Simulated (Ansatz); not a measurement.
Reaction (atomization): `[AsH3]` → As• + 3 H•

Gas-phase electronic energies from Ansatz, PBE0-D4/def2-TZVP geometries. CCSD(T)/CBS adds triple-zeta CCSD(T) − MP2 to the extrapolated MP2 energy (def2 sets, frozen cores). This one scheme is used for every species, atoms too. Functionals use def2-TZVPP. HSE06 is defined as in plane-wave codes. Open shells (•) are unrestricted, without spin–orbit coupling. Bonds to As are less sure, by a few kJ/mol each and by 10 to 20 or more in all where they break to atoms, as the def2 sets lack core-valence functions. Scalar relativity is left out up to krypton.

CCSD(T)/CBS gives +925.4 kJ/mol.

Task: Another level gave +915.6 kJ/mol. Which?
A. HSE06/def2-TZVPP
B. HF/def2-TZVPP
C. r2SCAN/def2-TZVPP
D. r2SCANh/def2-TZVPP

Result: D. r2SCANh 915.6, HF/def2-TZVPP 623.6, r2SCAN 921.0, HSE06 900.9 kJ/mol.

Largest T1 diagnostic among the species: 0.011.

From BLYP to BHLYP (50 % exact exchange), in def2-TZVPP and without D4, ΔE moves by −18.1 kJ/mol: exact exchange takes away binding that semilocal exchange gives to molecules. At CCSD(T), def2-SVP lies −75.5 kJ/mol from the extrapolated value and def2-TZVPP −21.7 kJ/mol: correlation converges slowly with the basis, and small sets miss more of it in the bonded molecule than in its fragments. Leaving LDA and LC-ωPBE aside and taking each functional with its dispersion term where it has one, the values, not all of them listed here, spread over 49.9 kJ/mol, from PBE-QIDH to ωB97X-V. LDA lies +138.2 kJ/mol from PBE without D4, its usual overbinding.

For atomizations the MP2-based limit and the directly extrapolated one differ by several kJ/mol either way, and by 10 to 25 for some Ge, Se and Sn compounds, so smaller differences from it don't rank the levels.
